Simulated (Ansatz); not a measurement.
Two isomers of C7H14: A = `C[C@@H]1CC[C@H](C)C1`, B = `CC1(C)CCCC1`.

Gas-phase electronic energies from Ansatz, PBE0-D4/def2-TZVP geometries. CCSD(T)/CBS adds triple-zeta CCSD(T) − MP2 to the extrapolated MP2 energy (def2 sets, frozen cores). Functionals use def2-TZVPP. B3LYP here is the variant with VWN-RPA as its local correlation; programs differ in this.

A:

```xyz
21

C    -1.336   -1.214   -1.859
C    -0.341   -0.972   -0.742
C    -0.966   -0.955    0.662
C    -0.094   -0.006    1.508
C     1.014    0.504    0.573
C     1.516    1.893    0.911
C     0.393    0.362   -0.811
H    -1.844   -2.175   -1.739
H    -2.102   -0.432   -1.868
H    -0.849   -1.216   -2.837
H     0.417   -1.765   -0.772
H    -1.991   -0.576    0.598
H    -1.033   -1.959    1.086
H     0.318   -0.490    2.396
H    -0.688    0.842    1.864
H     1.859   -0.195    0.627
H     1.927    1.934    1.923
H     2.301    2.215    0.221
H     0.701    2.621    0.854
H    -0.331    1.173   -0.975
H     1.127    0.410   -1.621
```

B:

Z-matrix (Å, degrees):
```
C
C 1 1.527
H 1 1.094 2 110.8
H 1 1.094 2 110.8 3 119.6
H 1 1.093 2 112.0 3 -120.2
C 2 1.534 1 110.4 3 64.8
C 2 1.519 1 109.7 3 -59.7
C 2 1.534 1 110.4 3 175.7
C 6 1.533 2 105.4 1 77.5
H 6 1.095 2 108.6 1 -164.5
H 6 1.093 2 112.5 1 -46.2
H 7 1.094 2 111.2 1 -59.9
H 7 1.094 2 111.2 1 59.9
H 7 1.094 2 111.0 1 -180.0
C 8 1.532 2 105.4 1 -77.4
H 8 1.094 2 112.5 1 46.3
H 8 1.095 2 108.6 1 164.7
H 9 1.092 6 111.6 2 146.7
H 9 1.092 6 110.8 2 -95.1
H 15 1.092 8 110.7 2 94.6
H 15 1.092 8 111.6 2 -147.1
```

Q: Which is lower in electronic energy at CCSD(T)/CBS, and by how much? (Best estimate.)

A: Ansatz gave: B, by 0.6 kcal/mol.

Q: Give E(B) − E(A) in kcal/mol with MP2/def2-TZVPP, B3LYP-D4, PBE-D4, B3LYP, LDA (SPW92), PBE0-D4, B2PLYP. (An estimate is asked.)

A: The calculation gave: MP2/def2-TZVPP -1.2, B3LYP-D4 0.2, PBE-D4 0.2, B3LYP 1.5, LDA (SPW92) -0.4, PBE0-D4 0.2, B2PLYP 0.4. The order is the other way round with B3LYP-D4, PBE-D4, B3LYP, PBE0-D4, B2PLYP.

Largest T1 diagnostic: 0.009.

In def2-TZVPP, CCSD(T) changes the Hartree–Fock value by −2.5 kcal/mol (the triples alone add −0.4 kcal/mol) and MP2 by −3.0 kcal/mol. Leaving LDA and LC-ωPBE aside and taking each functional with its dispersion term where it has one, the values, not all of them listed here, spread over 0.9 kcal/mol, from revPBE-D4 to B2PLYP. LDA lies −1.5 kcal/mol from PBE without D4.
